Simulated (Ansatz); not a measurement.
A single point on C2H7FInNO (`C[N](C)[In]([OH])[F]`).

```yaml
crystal:
  periodic: [false, false, false]
  atoms:
    - {symbol: C, position_ang: [1.161923, -1.108001, -0.253041]}
    - {symbol: N, position_ang: [0.039865, -0.206294, -0.325249]}
    - {symbol: C, position_ang: [-1.031907, -0.677192, -1.167958]}
    - {symbol: In, position_ang: [-0.234982, 1.295323, 0.942021]}
    - {symbol: O, position_ang: [0.968732, 2.076274, 2.286651]}
    - {symbol: F, position_ang: [-1.923586, 2.269633, 0.763053]}
    - {symbol: H, position_ang: [1.585474, -1.276611, -1.253556]}
    - {symbol: H, position_ang: [1.958173, -0.703385, 0.375265]}
    - {symbol: H, position_ang: [0.882359, -2.092532, 0.151891]}
    - {symbol: H, position_ang: [-1.856215, 0.038269, -1.190884]}
    - {symbol: H, position_ang: [-1.433418, -1.644244, -0.829231]}
    - {symbol: H, position_ang: [-0.678905, -0.813753, -2.200132]}
    - {symbol: H, position_ang: [0.562476, 2.842512, 2.701171]}
basis:
  gaussian: {orbitals: def2-QZVPP}
correlation: {method: mp2}
```

```sh
$ ansatz run in.yaml --threads 2 --pin off --events-out ev --progress --plain --max-ram 32768MiB --backend cuda --devices 0, --max-vram 18GiB
```

It prints (some lines left out):

```
Functional definition: HF
3520 factors; integrals over basis functions are off by at most 8.2e-4 eV
mean field evaluation 1: about -13542.6091 eV, gradient 6.1e1 eV
mean field evaluation 2: about -13542.7899 eV, gradient 6.1e1 eV
mean field evaluation 4: about -13549.8427 eV, gradient 4.5e0 eV
mean field evaluation 8: about -13549.9234 eV, gradient 4.1e-1 eV
mean field -13549.92417829 eV, -497.9505290837 hartree, gradient 7.1e-6 eV, S^2 0.000000; 0 other end points of the search recorded, 0 dependent functions left out
9 core orbitals not correlated: weight in the atoms' cores, before any rotation towards them, 1.000 or more for the frozen orbitals, at most 0.000 for the correlated occupied ones
reference -13549.92417829 eV, -497.9505290837 hartree; 23, 23 occupied and 545, 545 virtual orbitals, 3520 factors
second order -44.06427685 eV of doubles, -0.00000000 eV of singles
Total energy: -13593.98845514 eV, -499.5698613900 hartree
```

Hardware: 2 threads of an AMD EPYC 7R13 on a shared host and a share of an NVIDIA H100 80 GB. Wall time 8.5 s, peak host memory 1.2 GiB.
